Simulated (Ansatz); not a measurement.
`N=C(F)B(F)Cl` at its PBE0-D4/def2-TZVP geometry, where that method's forces vanish. Total charge 0; spin multiplicity 1.

```xyz
7

N    -1.0642    1.0910    0.0113
C    -0.4271    0.0427   -0.2232
F    -0.8896   -0.9201   -1.0473
B     0.9853   -0.2525    0.4268
F     1.4998    0.6316    1.2385
Cl    1.8509   -1.7166    0.0814
H    -1.9550    1.1239   -0.4874
```

Problem. What forces (eV/Å) does r2SCAN-D4/def2-TZVPP give on these atoms in Ansatz? (Best estimate.)

Solution. The calculation gave: 
```
N1  -0.157  0.336  0.103
C2   0.338  0.032  0.215
F3  -0.137 -0.355 -0.284
B4  -0.143 -0.040 -0.106
F5   0.069  0.144  0.123
Cl6  0.062 -0.117 -0.031
H7  -0.033  0.000 -0.019
```
